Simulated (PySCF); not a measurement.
## ZnF: energy against distance

Set-up: basis Zn x2c-SVPall, F x2c-SVPall; spin-free X2C with a Gaussian nucleus; PySCF 2.14. Energies in eV from Zn + F in their ground configurations at the same level. State: ²Σ⁺ (doublet), unpaired electrons σ ↑.

All columns are B97-3. A positive dipole means Zn(−)F(+).

```csv
R (Å),E (eV),μ (D),Mulliken charge on Zn (basis-dependent),HOMO (eV),LUMO (eV),Mayer bond order,⟨S²⟩
1.538,-1.507,-2.05,0.46,-6.11,-3.15,0.97,0.75
1.610,-2.101,-2.36,0.45,-6.26,-3.40,0.98,0.75
1.682,-2.433,-2.66,0.44,-6.39,-3.65,0.98,0.75
1.735,-2.557,-2.88,0.44,-6.49,-3.83,0.97,0.75
1.789,-2.602,-3.09,0.43,-6.58,-4.00,0.97,0.75
1.843,-2.587,-3.29,0.43,-6.67,-4.17,0.96,0.75
1.914,-2.501,-3.52,0.43,-6.78,-4.34,0.94,0.75
2.004,-2.325,-3.78,0.42,-6.92,-4.45,0.91,0.75
2.111,-2.066,-4.01,0.42,-7.07,-4.47,0.87,0.76
2.254,-1.704,-4.18,0.40,-7.26,-4.45,0.81,0.76
```

A fit through these points gives, at Re = 1.800 Å, μ = -3.13 D and dμ/dR = -3.73 D/Å; the reduced mass is 14.65 u.

Problem. How strong is the fundamental in the double-harmonic approximation, I = 42.26·(dμ/dR)²/μred km/mol?

Solution. I = 42.26·(-3.73)²/14.65 = 40.1 km/mol at B97-3.

The state is the lowest determinant that a PBE0 search found; another state may lie lower at other levels.
